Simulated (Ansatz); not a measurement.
Start from `CC(C)[NH][Al]([F])[F]` and change one atom or group to get `C[NH][Al]([F])[F]`.

Ansatz, PBE0-D4/def2-TZVP geometries, multiplicity 1. Each molecule was computed in one conformer, which needn't be the lowest.

```csv
property,`CC(C)[NH][Al]([F])[F]`
LUMO energy (PBE0/def2-TZVPP) / eV,-0.52
LUMO energy (ωB97M-V/def2-TZVPP) / eV,1.05
size of the dipole moment (ωB97M-V/def2-TZVPP) / D,2.72
HOMO energy (PBE0/def2-TZVPP) / eV,-7.24
HOMO energy (PBE/def2-TZVPP) / eV,-5.90
LUMO energy (B3LYP/def2-TZVPP) / eV,-0.85
```

Question: Give the same properties after the change, and the shifts. (An estimate is asked.)

Answer: The calculation gave: 
```
                                          property  `C[NH][Al]([F])[F]`  shift
                LUMO energy (PBE0/def2-TZVPP) / eV                -0.60  -0.08
             LUMO energy (ωB97M-V/def2-TZVPP) / eV                 0.99  -0.06
size of the dipole moment (ωB97M-V/def2-TZVPP) / D                 2.49  -0.23
                HOMO energy (PBE0/def2-TZVPP) / eV                -7.27  -0.03
                 HOMO energy (PBE/def2-TZVPP) / eV                -5.89   0.01
               LUMO energy (B3LYP/def2-TZVPP) / eV                -0.94  -0.09
```

Dipoles are sizes alone; their direction can turn.

B3LYP here is the variant with VWN-RPA as its local correlation; programs differ in this.
